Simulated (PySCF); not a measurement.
## Working out the excitation energy of C

C [He] 2s2 2p2 (3P) → C [He] 2s2 2p1 3s1 (3P). Computed with PySCF 2.14 in aug-cc-pwCVDZ (5s4p2d, 27 functions), with the non-relativistic Hamiltonian (point nucleus). Frozen: 1s2. Energies in hartree (1 hartree = 27.21139 eV):

| part | C (lower) | C (upper) |
| --- | --- | --- |
| UHF | -37.687797 | -37.405116 |
| CCSD correlation | -0.078247 | -0.079885 |
| (T) | -0.001314 | -0.001556 |

**Question.** What does Hartree-Fock give?

**Answer.** (-37.405116) − (-37.687797) = 0.282681 hartree = 7.692 eV.

**Question.** What do CCSD and CCSD(T) give?

**Answer.** The CCSD correlation energies differ by -0.001638 hartree = -0.045 eV and the triples by -0.000242 hartree = -0.007 eV, so CCSD gives 7.647 eV and CCSD(T) 7.640 eV.

Measured between the centres of the two terms (NIST): 7.482 eV, so CCSD(T) (valence) is off by 0.158 eV.

A double-zeta basis recovers only part of the correlation energy.

What remains against the reference includes basis incompleteness, the frozen core and higher excitations.
